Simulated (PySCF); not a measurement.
Li, charge -1, singlet (in this run its highest filled SCF level lies above zero, so its values depend strongly on the basis, on diffuse functions most of all); PBE0-D3BJ/def2-SVP (PySCF).

The PySCF input:
```python
from pyscf import gto, scf, dft

mol = gto.M(
    atom='''
Li    0.000000    0.000000    0.000000
''',
    basis='def2-svp',
    charge=-1,
    spin=0,
    verbose=3,
)

mf = dft.RKS(mol)
mf.xc = 'pbe0'
mf.disp = 'd3bj'
mf.kernel()
mf.analyze()
```

The log (banner, timings and long lists left out):

```
converged SCF energy = -7.47594777971714
**** MO energy ****
MO #1   energy= -1.86185811384877  occ= 2
MO #2   energy= 0.026082596139555  occ= 2
MO #3   energy= 0.164352880260413  occ= 0
MO #4   energy= 0.168331294797477  occ= 0
MO #5   energy= 0.168331294797477  occ= 0
MO #6   energy= 0.168331294797479  occ= 0
MO #7   energy= 0.698596796734166  occ= 0
MO #8   energy= 0.698596796734167  occ= 0
MO #9   energy= 0.698596796734168  occ= 0
 ** Mulliken atomic charges  **
charge of    0Li =     -1.00000

WARN: System has nonzero charge -1; the dipole moment is origin-dependent.
Location of origin: [0. 0. 0.]

Dipole moment(X, Y, Z, Debye): -0.00000,  0.00000,  0.00000
```
